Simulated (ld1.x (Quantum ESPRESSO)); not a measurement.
## Before and after: TM potential for aluminium (Al)

* Element: aluminium
* Generator: ld1.x (Quantum ESPRESSO) 7.5
* Type: norm-conserving Troullier–Martins (Kleinman–Bylander form)
* Functional: LDA (PZ)
* Relativity: scalar-relativistic
* Frozen core: [Ne]
* Valence charge: 3
* Reference configuration: 3s2 3p0.5 (charge +0.5)
* Partial waves: 3s (bound): rc 1.70 bohr; 3p (bound): rc 2.65 bohr
* Local potential: all-electron potential smoothed inside 1.35 bohr (lloc = -2)
* Core correction: Bessel-smoothed model core inside 1.75 bohr

All-electron outer shells of the reference configuration (LDA (PZ), scalar-relativistic, ld1.x):

```csv
shell,level (eV),outermost node (bohr),outermost maximum (bohr)
3s,-11.18,0.80,2.03
3p,-5.78,0.81,2.52
```

Change: all radii but the core radius scaled by about 1.28 (s 2.18, p 3.40 bohr); local potential all-electron potential smoothed inside 1.74 bohr (lloc = -2).

Cutoffs: the cutoffs (Ry, on a coarse ladder) from which the occupation-weighted sum of valence levels, in a spherical-Bessel basis at the reference potential, stays within 10 and 1 mRy of its value at 400 Ry; they do not see the model core or the augmentation charge, which bear on the density cutoff. Errors are all-electron minus pseudo energies relative to the spin-unpolarised reference configuration.

Question: Predict the effect on cutoff, ghosts and configuration errors.

Answer: The potential gets softer (10 Ry and 30 Ry → 10 Ry and 25 Ry); of the 9 tests that both files solve, the error grows in 0 and shrinks in 3 by more than 15 % and 0.3 meV (median size 1.8 → 1.4 meV); neither file shows a bound ghost. A larger radius leaves more room for a smooth pseudo-wave, so fewer plane waves are needed. That the errors move this way runs against the usual rule that smaller radii transfer better.

```tsv
quantity	base	changed
cutoff, loose	10 Ry	10 Ry
cutoff, tight	30 Ry	25 Ry
bound ghosts	none	none
error for 3s2 3p1, meV [ΔE -2.13 eV]	+0.6	+0.5
error for 3s2 3p0, meV [ΔE 3.72 eV]	+0.9	+0.5
error for 3s1 3p0, meV [ΔE 23.10 eV]	+17	+11
error for 3s2 3p1.3, meV [ΔE -2.72 eV]	+1.1	+0.9
error for 3s0 3p3, meV [ΔE 8.38 eV]	-6.9	-6.0
error for 3s1 3p1, meV [ΔE 9.54 eV]	+1.8	+2.0
error for 3s1 3p2, meV [ΔE 3.03 eV]	-1.9	-1.8
error for 3s2 3p0.5 (spin-polarised), meV [ΔE -0.04 eV]	+0.5	+0.3
error for 3s2 3p1 (spin-polarised), meV [ΔE -2.26 eV]	+2.0	+1.4
```
